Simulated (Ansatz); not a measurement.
```yaml
crystal:
  periodic: [false, false, false]
  atoms:
    - {symbol: C, position_ang: [-1.011512, 1.894891, 0.235533]}
    - {symbol: C, position_ang: [-0.150441, 1.150003, -0.276334]}
    - {symbol: Si, position_ang: [0.614595, -0.407555, 0.574418]}
    - {symbol: Si, position_ang: [-0.041924, -2.263832, -0.636787]}
    - {symbol: H, position_ang: [-1.433420, 2.793745, -0.286292]}
    - {symbol: H, position_ang: [0.307567, 1.369620, -0.988600]}
    - {symbol: H, position_ang: [0.257567, 1.369620, -1.288600]}
    - {symbol: H, position_ang: [2.194368, -0.225626, 0.633836]}
    - {symbol: H, position_ang: [0.098279, -0.414930, 1.991646]}
    - {symbol: H, position_ang: [0.228037, -2.209332, -2.111563]}
    - {symbol: H, position_ang: [0.654836, -3.520521, -0.095191]}
basis:
  gaussian: {orbitals: cc-pVTZ-DK}
magnetization: {spin_polarized: true, initial_magnetization: 3}
hamiltonian: {xc: {name: B97}}
output: {forces: true}
```

```sh
$ ansatz run in.yaml --threads 4 --pin off --events-out ev --progress --plain --max-ram 10444MiB
```

Shortened log:

```
Functional definition: B97
1320 factors; their error is unknown
mean field evaluation 1: about -17937.3797 eV, gradient 4.6e1 eV
mean field evaluation 2: about -17839.2810 eV, gradient 1.0e2 eV
mean field evaluation 4: about -17946.3704 eV, gradient 2.0e1 eV
mean field evaluation 8: about -17949.1453 eV, gradient 3.3e-1 eV
mean field evaluation 16: about -17949.1723 eV, gradient 1.5e-3 eV
mean field -17949.17227177 eV, -659.6199146016 hartree, gradient 6.4e-5 eV, S^2 3.760723; 2 other end points of the search recorded, 0 dependent functions left out
reference -17949.17230696 eV, -659.6199158950 hartree; 25, 22 occupied and 201, 204 virtual orbitals, 1320 factors
Total energy: -17949.17230696 eV, -659.6199158950 hartree
Relativity: scalar
Atom 0 at    -1.011512     1.894891     0.235533 Å, force    -6.728057     7.723550     1.473769 eV/Å
Atom 1 at    -0.150441     1.150003    -0.276334 Å, force    -0.372472   -11.475687     9.394483 eV/Å
Atom 2 at     0.614595    -0.407555     0.574418 Å, force     0.727147     1.321350    -0.540555 eV/Å
Atom 3 at    -0.041924    -2.263832    -0.636787 Å, force     0.460752    -0.877134     0.264615 eV/Å
Atom 4 at    -1.433420     2.793745    -0.286292 Å, force    -0.241352    -0.811947     1.357120 eV/Å
Atom 5 at     0.307567     1.369620    -0.988600 Å, force    27.414818     4.562619    99.298966 eV/Å
Atom 6 at     0.257567     1.369620    -1.288600 Å, force   -19.777950    -0.612932  -110.609252 eV/Å
Atom 7 at     2.194368    -0.225626     0.633836 Å, force    -1.166679    -0.249668    -0.037343 eV/Å
Atom 8 at     0.098279    -0.414930     1.991646 Å, force     0.069462     0.030160    -0.436579 eV/Å
Atom 9 at     0.228037    -2.209332    -2.111563 Å, force    -0.021707     0.117294     0.120685 eV/Å
Atom 10 at     0.654836    -3.520521    -0.095191 Å, force    -0.363962     0.272395    -0.285909 eV/Å
Dipole moment:     0.205117     0.194948    -0.409343 e Å
```

**Question.** What is wrong with this run?

**Answer.** One atom was put on top of another. Self-consistency was reached. The result belongs to that input, not to the molecule as meant.
